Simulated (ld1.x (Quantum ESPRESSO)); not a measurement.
**Scattering properties, TM potential for sulfur**

- Element: sulfur (S)
- Generator: ld1.x (Quantum ESPRESSO) 7.5
- Type: norm-conserving Troullier–Martins (Kleinman–Bylander form)
- Functional: PBEsol
- Relativity: scalar-relativistic
- Frozen core: [Ne]
- Valence charge: 6
- Reference configuration: 3s2 3p3.5 (charge +0.5)
- Partial waves: 3p (bound): rc 1.04 bohr; 3d channel at -0.1 Ry: rc 1.25 bohr; 3s (bound): rc 1.30 bohr
- Local potential: the s channel
- Core correction: none

The phase is arctan(r·u′/u) with u = r·R(r), unwrapped; energies in Ry, scanned from -4 to 5 Ry. A pole is an energy at which the radial function vanishes at the test radius. The pseudo phase is shifted by a multiple of π to meet the all-electron one at the reference energy, and phase errors are pseudo minus all-electron; the curves can meet again beyond the range given. Levels narrower than the energy grid can be missing from the lists of poles.

```tsv
channel	radius (bohr)	reference energy (Ry)	poles, all-electron	poles, pseudo	unbroken range about the reference energy with phases within 0.05 rad	phase error 1 Ry above the reference energy (rad)
s	1.40	-1.63	none	none	the whole range	-0.005
p	1.40	-0.86	none	none	below 3.0	-0.012
d	1.40	-0.10	none	none	the whole range	+0.003
```

Phases in the s channel:

| E (Ry) | all-electron | pseudo |
| --- | --- | --- |
| -4.00 | 0.948 | 0.942 |
| -3.76 | 0.906 | 0.900 |
| -3.52 | 0.858 | 0.852 |
| -3.28 | 0.801 | 0.796 |
| -3.04 | 0.735 | 0.731 |
| -2.80 | 0.657 | 0.653 |
| -2.56 | 0.565 | 0.562 |
| -2.32 | 0.456 | 0.454 |
| -2.08 | 0.328 | 0.327 |
| -1.84 | 0.182 | 0.182 |
| -1.60 | 0.021 | 0.021 |
| -1.36 | -0.149 | -0.149 |
| -1.12 | -0.318 | -0.320 |
| -0.88 | -0.478 | -0.481 |
| -0.64 | -0.622 | -0.627 |
| -0.40 | -0.748 | -0.755 |
| -0.16 | -0.856 | -0.865 |
| 0.08 | -0.947 | -0.957 |
| 0.32 | -1.024 | -1.036 |
| 0.56 | -1.089 | -1.103 |
| 0.80 | -1.145 | -1.159 |
| 1.04 | -1.193 | -1.209 |
| 1.28 | -1.235 | -1.251 |
| 1.52 | -1.271 | -1.288 |
| 1.76 | -1.303 | -1.321 |
| 2.00 | -1.332 | -1.351 |
| 2.24 | -1.357 | -1.377 |
| 2.48 | -1.379 | -1.400 |
| 2.72 | -1.400 | -1.422 |
| 2.96 | -1.419 | -1.442 |
| 3.20 | -1.436 | -1.460 |
| 3.44 | -1.451 | -1.477 |
| 3.68 | -1.466 | -1.492 |
| 3.92 | -1.479 | -1.507 |
| 4.16 | -1.492 | -1.521 |
| 4.40 | -1.504 | -1.534 |
| 4.64 | -1.515 | -1.547 |
| 4.88 | -1.525 | -1.559 |
